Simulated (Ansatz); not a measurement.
## Ligand exchange: C2H5BrSn + BH2(NH2) → C2H7NSn + BH2Br

Species: C2H5BrSn `C[CH2][Sn][Br]`, singlet; BH2(NH2), singlet; C2H7NSn `C[CH2][Sn][NH2]`, singlet; BH2Br `BBr`, singlet. The partners trade Br for NH2: Sn–Br and B–NH2 bonds give way to Sn–NH2 and B–Br.

Shapes, held fixed at every level: PBE0-D4/def2-TZVP. Flexible molecules stand in one conformer, not always the lowest. Programs: Ansatz 0.2.0. The zero-point and thermal change to 298 K, harmonic and unscaled (PBE0-D4/def2-TZVP), is -7.5 kJ/mol.

(1) Estimate ΔH(298 K) of this reaction.

## Answers

(1) The highest level, CCSD(T)/def2-TZVPP, gives ΔH(298 K) = +152.7 kJ/mol; the levels span +152.7 to +187.8. The column of differences is taken from that level and isn't an error. No measured value is set beside it here. For atoms past krypton def2 sets carry core potentials with scalar relativity. Relativity is left out for Br unless named. Correlated rows may include outer-core shells of Br, Sn, which these sets cover unevenly.

```tsv
level	kind	ΔH(298 K) (kJ/mol)	less CCSD(T)/def2-TZVPP
HF/def2-SVP	Hartree–Fock	+187.8	+35.1
HF/def2-TZVPP	Hartree–Fock	+176.0	+23.3
PBE-D4/def2-TZVPP	GGA	+163.1	+10.4
r2SCAN-D4/def2-TZVPP	meta-GGA	+163.1	+10.4
B3LYP-D4/def2-TZVPP	global hybrid	+169.5	+16.8
r2SCAN0-D4/def2-TZVPP	global hybrid	+168.4	+15.7
MP2/def2-SVP	perturbation theory	+171.9	+19.2
CCSD(T)/def2-TZVPP	coupled cluster or CI	+152.7	0.0
```
